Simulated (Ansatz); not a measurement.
Several settings on one geometry of Sn11PH22, a doped cluster cut from the lattice of tin (P on a surface site) (that of the charge 0 doublet, PBE-D4/def2-SVP). Ansatz on 2 threads of AMD EPYC 7R13 on a shared host and a share (18 GiB) of an NVIDIA H100 80GB HBM3; times are rough.

```xyz
34

Sn   -2.316    0.557   -3.742
Sn   -2.654    1.112    2.548
Sn    1.285   -2.213   -4.655
Sn    0.421   -2.444    2.627
P     0.752   -0.119   -0.924
Sn    0.835    0.968    5.626
Sn   -0.894   -0.809   -5.749
Sn   -1.154   -0.759    0.994
Sn   -0.480    1.830   -2.044
Sn   -0.892    2.621    4.142
Sn    2.638   -0.601   -2.784
Sn    2.255   -0.735    3.898
H    -3.226   -0.544   -2.763
H    -3.417    1.720   -4.405
H    -3.855    0.357    3.563
H    -3.514    2.189    1.484
H     0.666   -3.602   -3.820
H     2.312   -2.788   -5.930
H    -0.470   -3.324    3.832
H     1.256   -3.613    1.646
H     1.572    0.684   -0.054
H    -0.111   -0.009    6.706
H     1.899    1.921    6.615
H    -1.969   -1.868   -6.606
H    -0.320    0.373   -6.882
H    -2.251   -1.764    0.066
H    -1.180    2.785   -0.778
H     0.689    2.786   -2.898
H    -1.764    3.690    5.200
H     0.076    3.624    3.104
H     3.901   -1.506   -2.000
H     3.371    0.797   -3.535
H     3.523   -1.573    4.736
H     3.019    0.247    2.683
```

Totals from different functionals, basis sets or treatments of relativity can't be compared as stabilities.

In the def2 sets Sn takes a core potential; there is no spin–orbit coupling.

Scalar relativity in a set contracted without it gives distorted totals.

The spins typed aren't always the lowest for that charge.

Give the basis size and estimate the energy, ⟨S²⟩ and time of these runs.

| run | method | charge | state | further keys |
| --- | --- | --- | --- | --- |
| 1 | UKS r2SCANh-D3(BJ)-ATM/def2-mTZVP | 0 | doublet | fitting: {mean_field: def2-universal-jkfit}; pseudopotentials: {relativity: scalar}; scf: {omitted_lower_state_checks: [starts]}; forces asked |
| 2 | RKS rPW86-PBE-D4/def2-SVPD | 1 | singlet | fitting: {mean_field: def2-universal-jkfit}; pseudopotentials: {relativity: none}; scf: {lower_state_search: off} |
| 3 | RKS ωB97X-V/def2-SVP | -1 | singlet | fitting: {mean_field: def2-universal-jkfit}; scf: {lower_state_search: off}; forces asked |


```
run  functions  energy (Eh)  ⟨S²⟩  wall time
  1        484   -2713.3906  0.76       23 s
  2        552   -2714.3593     –       12 s
  3        414   -2711.5737     –       14 s
```

The highest occupied level of an anion often lies above zero with these methods, and sets without diffuse functions describe the outer electron poorly.
